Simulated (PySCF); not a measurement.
C₅H₄F₆O₃.
Atom-mapped SMILES: `[O:1]=[C:2]([OH:3])[C@@H:4]([CH2:5][O:6][C:7]([F:8])([F:9])[F:10])[C:11]([F:12])([F:13])[F:14]` (hydrogens: H15 on O3; H16 on C4; H17, H18 on C5)

Level of theory: PBE0-D3(BJ)/def2-SVP geometry optimisation, gas phase in PySCF 2.14.0.

(1) List the bond lengths, angles and torsions at this level.

Results:

(1) 
| bond | length (pm) |
| --- | --- |
| O1=C2 | 119.9 |
| C2–O3 | 133.0 |
| C2–C4 | 152.0 |
| C4–C5 | 152.3 |
| C5–O6 | 141.9 |
| O6–C7 | 133.8 |
| C7–F8 | 131.5 |
| C7–F9, C7–F10 | 133.9 |
| C4–C11 | 152.0 |
| C11–F12, C11–F13, C11–F14 | 133.3 |
| O3–H15 | 97.1 |
| C4–H16 | 109.8 |
| C5–H17 | 110.0 |
| C5–H18 | 109.7 |

Bonds in one row agree within 1 pm and their mean is given. A selection of angles:
| angle | degrees |
| --- | --- |
| O1–C2–O3 | 124.3 |
| O1–C2–C4 | 123.9 |
| O3–C2–C4 | 111.8 |
| C2–C4–C5 | 110.0 |
| C2–C4–C11 | 110.3 |
| C5–C4–C11 | 110.2 |
| C4–C5–O6 | 110.6 |
| C5–O6–C7 | 116.9 |
| O6–C7–F8 | 108.4 |
| O6–C7–F9 | 112.2 |
| F8–C7–F9 | 108.9 |
| F9–C7–F10 | 106.4 |
| C4–C11–F12 | 110.2 |
| C4–C11–F13 | 111.3 |
| F12–C11–F13 | 107.9 |
| H15–O3–C2 | 107.1 |

Torsions: O1–C2–C4–C5 -42° (synclinal); C2–C4–C5–O6 -66° (synclinal); C4–C5–O6–C7 -94° (anticlinal); C5–O6–C7–F8 178° (antiperiplanar); C2–C4–C11–F12 171° (antiperiplanar); H15–O3–C2–O1 -1° (synperiplanar).

The 4 C–O bonds span 1.199 Å (O1=C2, drawn double) to 1.419 Å (C5–O6, drawn single), a spread of 0.220 Å. Of the pairs four or more bonds apart, F10···H16 is among the closest relative to their van der Waals radii: 2.40 Å, 90 % of the sum of Bondi's values. The C–F distances run from 1.315 Å (C7–F8, drawn single) to 1.342 Å (C7–F10, drawn single), a spread of 0.027 Å. All 3 C–C bonds measure 1.520 to 1.523 Å.

Point group: C1 (no symmetry element, even within 0.4 Å). No frequency check. The numbers are those of one conformer (O1–C2–O3–H -1°, O1–C2–C4–C5 -42°, C2–C4–C5–O6 -66°, C4–C5–O6–C7 -94°).
